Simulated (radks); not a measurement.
The chlorine anion Cl- inside a hard spherical wall (all orbitals vanish at R), configuration held at [Ar] and not refilled when levels cross. All-electron calculation, non-relativistic Kohn-Sham, LDA (Slater exchange, VWN5 correlation), spin-polarised, spherical densities, point nucleus. Program: a radial shooting solver on a logarithmic mesh with Libxc functionals. Eigenvalues in eV for spin up, with the zero of energy where the potential of the charges vanishes at infinity; a dash marks a level that is unbound or too diffuse for the functional's potential to be trusted. A positive occupied level is held by the wall or, in an anion where self-interaction has pushed it up, behind a barrier. The pressure on the wall is -dE/dV.

| R (bohr) | E (hartree) | kinetic (hartree) | e(2s) | e(2p) | e(3s) | e(3p) | e(4s, empty) | e(4p, empty) | pressure (GPa) |
|---|---|---|---|---|---|---|---|---|---|
| 20 | -458.81482 | 457.886 | -240.07 | -181.61 | -11.220 | 0.095 | 2.473 | 2.686 | < 0.0001 |
| 10 | -458.81425 | 457.890 | -239.99 | -181.53 | -11.148 | 0.163 | 4.687 | 6.003 | 0.0116 |
| 6 | -458.78781 | 458.034 | -238.63 | -180.16 | -10.072 | 1.214 | 10.400 | 14.185 | 1.94 |
| 3.5 | -458.15018 | 460.716 | -227.05 | -168.45 | -2.016 | 10.061 | 41.324 | 49.941 | 192 |
| 3 | -457.35242 | 463.594 | -218.38 | -159.63 | 4.280 | 17.203 | 64.537 | 74.456 | 625 |
| 2 | -449.81061 | 485.492 | -175.55 | -115.57 | 46.103 | 62.974 | 205.45 | 213.95 | 10700 |
| 1.5 | -431.56868 | 529.672 | -122.56 | -59.907 | 131.43 | 149.74 | 449.58 | 442.09 | 68800 |
